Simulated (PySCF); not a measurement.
Here is a job for PySCF.
```python
from pyscf import gto, scf, ci

mol = gto.Mole()
mol.atom = '''
    Si    0.00365607    0.07002271   -0.00530607
    Cl    2.26795077   -0.18957287    0.06996598
    Cl   -2.27586797    0.03793873   -0.05847569
    H     0.01104551    0.89550759    1.19548080
    H     0.07236210    0.70195473   -1.31653085
'''
mol.basis = 'sto-3g'
mol.charge = -1
mol.spin = 1
mol.verbose = 4
mol.build()

mf = scf.UHF(mol)
mf.kernel()

myci = ci.CISD(mf)
myci.kernel()
print('E(CISD) = %.10f' % myci.e_tot)
```

Task: Predict the SCF-reference Mulliken (on the basis functions themselves) charges in atom order from CISD/STO-3G run with PySCF.

Result: Si1 0.68, Cl2 -0.65, Cl3 -0.65, H4 -0.19, H5 -0.19

Task: What is the computed total energy (CISD/STO-3G)?

Result: -1195.9549 Eh

Task: What is the computed SCF-reference HOMO energy (CISD/STO-3G)?

Result: -0.23 eV

Task: What number of basis functions does CISD/STO-3G give?

Result: 29

These values belong to the state on which the SCF converged, which isn't shown to be the lowest.
